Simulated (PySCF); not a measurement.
C6H9FO.
Numbering: `[CH2:1]=[CH:2][C@:3]1([F:4])[CH2:5][CH2:6][CH2:7][O:8]1`

Probes without a nucleus sit at each ring's centroid and 1 Å off its mean plane on both sides; NICS is minus the shielding there, NICSzz its component along the normal. Level: GIAO PBE0/pcSseg-1 (PySCF, non-relativistic, gas phase) on the GFN2-xTB geometry, one conformer.

Ring bond lengths (Å), with Mayer bond orders in brackets: C3–C5 1.551 (1.01), C5–C6 1.533 (1.04), C6–C7 1.532 (1.04), C7–O8 1.420 (0.90), O8–C3 1.381 (0.99).

**Question.** What do the NICS probes read (ppm)?

**Answer.** 
```json
{"ring": "C3–C5–C6–C7–O8", "type": "5-membered ring with O; formal bonds all single", "NICS(0)": "-6.7", "NICS(1), two faces": "-2.6 / -4.1", "NICS(1)zz, two faces": "-3.9 / -6.7", "rms pucker (Å)": "0.15", "centre to ring atoms, mean (Å)": "1.25"}
```

**Question.** What do they say, and how far can they be read as aromaticity?

**Answer.** 
- C3–C5–C6–C7–O8: mean NICS(1)zz -5.3 ppm, shielded. C3, C5, C6, C7 have four or more neighbours, so the value isn't read as a sign of a π ring current.

**Question.** Give the inner angles of the rings and the Hirshfeld charges of the ring atoms.

**Answer.** 
- C3–C5–C6–C7–O8: C3 107.3° (+0.165 e), C5 103.7° (-0.085 e), C6 102.4° (-0.075 e), C7 104.7° (+0.003 e), O8 108.0° (-0.143 e); sum 526.1° against 540° for a flat convex ring.

**Question.** What are the shieldings of the ring atoms and their hydrogens in the same run (means over atoms taken as equivalent)?

**Answer.** 
| atoms | environment | σ isotropic (ppm) | principal values of the symmetric part, first atom (ppm) |
| --- | --- | --- | --- |
| C3 | sp3 C–F carbon | 61.8 | 37.6, 60.2, 87.5 |
| C5 | ring CH2 carbon | 143.0 | 113.0, 139.2, 176.7 |
| C6 | ring CH2 carbon | 158.1 | 130.0, 168.7, 175.6 |
| C7 | sp3 carbon bound to oxygen | 113.9 | 66.5, 109.3, 166.0 |
| O8 | cyclic ether oxygen | 203.9 | 147.1, 190.7, 273.9 |
| H on C5 | methylene hydrogen | 29.29 | 24.9, 28.8, 34.3 |
| H on C5 | methylene hydrogen | 29.59 | 25.4, 29.1, 34.3 |
| H on C6 | methylene hydrogen | 29.82 | 25.6, 26.9, 37.0 |
| H on C6 | methylene hydrogen | 29.81 | 24.9, 27.5, 37.0 |
| H on C7 | methylene hydrogen | 27.42 | 23.0, 25.9, 33.4 |
| H on C7 | methylene hydrogen | 27.43 | 22.8, 26.0, 33.5 |
